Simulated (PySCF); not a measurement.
Bonds (- single, = double, # triple, : aromatic): C1-C2, C2-N3, N3:C4, C4:P5, P5:C6, C6-C7, C7-F8, C7-F9, C7-F10, C6:C11, C11:N3. C1 carries H12, H13, H14; C2 carries H15, H16; C4 carries H17; C11 carries H18.

All values are calculated (PySCF 2.14.0 with density-fitted response routines): shieldings: GIAO PBE0/pcSseg-1, geometry from GFN2-xTB. Rapidly exchanging positions averaged, single conformer, isolated molecule, relativity neglected.

Scale: TMS for ¹³C (σ = 186.93 ppm) and ¹H (σ = 31.72 ppm); ¹⁵N (σ = 267.73 ppm) against NH3; ³¹P (σ = 318.38 ppm) vs H3PO4; CFCl3 for ¹⁹F (σ = 170.95 ppm) (reference shieldings calculated alike).

```csv
atoms,nucleus,count,δ (ppm)
C2,¹³C,1,51.1
P5,³¹P,1,?
H15/H16,¹H,2,4.12
H17,¹H,1,7.93
C1,¹³C,1,21.6
C6,¹³C,1,?
C4,¹³C,1,159.4
H12/H13/H14,¹H,3,1.50
C11,¹³C,1,134.2
H18,¹H,1,?
C7,¹³C,1,?
N3,¹⁵N,1,216.2
F8/F9/F10,¹⁹F,3,-68.6
```

Problem. Estimate the values marked ?.

Solution. 
- C6: 147.0 ppm, substituted aromatic carbon
- C7: 134.6 ppm, CF3 carbon; 3 electronegative neighbours deshield it
- H18: 7.77 ppm, hydrogen on an aromatic CH next to a ring nitrogen; it sits in the deshielding region of the aromatic ring current
- P5: 128.3 ppm, phosphorus bonded to 2 C, in a 5-membered ring

Shifts are as computed. Against solution values, carbons near 30 ppm lie about +3 ppm off and those near 130 ppm about +5 ppm. Of 1211 compounds with measured shifts, 218 miss one by over three times the rms of a fit or turn the order of signals round; such compounds aren't used in these exercises. Unscaled 19F shifts against computed CFCl3 carry errors that often reach 10 to 50 ppm. Experimental scales use liquid or dissolved standards, which lie at an offset from isolated NH3 (liquid NH3: subtract about 20 ppm) and H3PO4. Unscaled 15N shifts of sp2 nitrogen come out 20 to 40 ppm too high even then.
